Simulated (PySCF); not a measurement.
## 33S chemical shifts

[PySCF: GFN2-xTB geometry; σ from GIAO-PBE0/pcSseg-1; relativity neglected; equivalent nuclei averaged; gas phase; single conformer]

Shieldings were converted by a linear fit to measured shifts: 33S (scatter 33.3 ppm rms vs sulfate, solution or neat liquid). A few per cent of atoms miss by over 2 rms, more outside the fitted compound classes.

Q: Give the 33S shifts of `S1SSSSSSS1`, `S1SSSSSSS1`, `CSc1pc(C)c(C)s1`, `FC(F)[C@H]1CC(=S)CCS1`, `FC(F)[C@H]1CCC(=S)CS1`, `CC[P@@H](=S)c1cccs1`, `CP(C)(=S)c1ccsc1`.

A: 
```
                                                           compound                                      environment  δ (ppm)
                                                         S1SSSSSSS1  sulfur bonded to 2 S, in a 8-membered ring (×8)     -145
                                                         S1SSSSSSS1  sulfur bonded to 2 S, in a 8-membered ring (×8)     -145
          [CH3:1][S:2][c:3]1[p:4][c:5]([CH3:6])[c:7]([CH3:8])[s:9]1                         S9: aromatic ring sulfur        5
          [CH3:1][S:2][c:3]1[p:4][c:5]([CH3:6])[c:7]([CH3:8])[s:9]1                               S2: sulfide sulfur     -242
[F:1][CH:2]([F:3])[C@H:4]1[CH2:5][C:6](=[S:7])[CH2:8][CH2:9][S:10]1                                S7: thione sulfur      673
[F:1][CH:2]([F:3])[C@H:4]1[CH2:5][C:6](=[S:7])[CH2:8][CH2:9][S:10]1                              S10: sulfide sulfur     -313
[F:1][CH:2]([F:3])[C@H:4]1[CH2:5][CH2:6][C:7](=[S:8])[CH2:9][S:10]1                                S8: thione sulfur      636
[F:1][CH:2]([F:3])[C@H:4]1[CH2:5][CH2:6][C:7](=[S:8])[CH2:9][S:10]1                              S10: sulfide sulfur     -245
       [CH3:1][CH2:2][P@@H:3](=[S:4])[c:5]1[cH:6][cH:7][cH:8][s:9]1                         S9: aromatic ring sulfur      -96
       [CH3:1][CH2:2][P@@H:3](=[S:4])[c:5]1[cH:6][cH:7][cH:8][s:9]1                           S4: sulfur bonded to P     -610
        [CH3:1][P:2]([CH3:3])(=[S:4])[c:5]1[cH:6][cH:7][s:8][cH:9]1                         S8: aromatic ring sulfur      -91
        [CH3:1][P:2]([CH3:3])(=[S:4])[c:5]1[cH:6][cH:7][s:8][cH:9]1                           S4: sulfur bonded to P     -495
```
